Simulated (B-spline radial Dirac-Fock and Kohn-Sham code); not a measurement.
Auger parameter of gold: the M5 level and its strongest M5-NN line

The computed values come from an atomic code on a B-spline grid: multi-electron Dirac-Fock with separately optimised hole states, Breit and Lamb-shift corrections added in first order. The modified Auger parameter α′ is the binding energy plus the kinetic energy of the Auger electron; it does not depend on the energy zero. For free ions it tends to fall with charge, since less charge screens the final holes.

```
species       configuration  binding 3d5/2 (eV)  Auger line  kinetic (eV)  α′ (eV)
     Au  [Xe] 4f14 5d10 6s1              2213.8    N6N7 J=6        2003.5   4217.3
    Au⁺      [Xe] 4f14 5d10              2223.0    N6N7 J=6        1992.9   4215.9
   Au⁴⁺       [Xe] 4f14 5d7              2271.1    N6N7 J=6        1941.3   4212.4
   Au⁵⁺       [Xe] 4f14 5d6              2289.6    N6N7 J=6        1922.2   4211.8
   Au⁶⁺       [Xe] 4f14 5d5              2309.2    N6N7 J=6        1902.2   4211.5
   Au⁷⁺       [Xe] 4f14 5d4              2329.8    N6N7 J=6        1881.6   4211.4
   Au⁸⁺       [Xe] 4f14 5d3              2351.3    N6N7 J=6        1860.2   4211.5
```
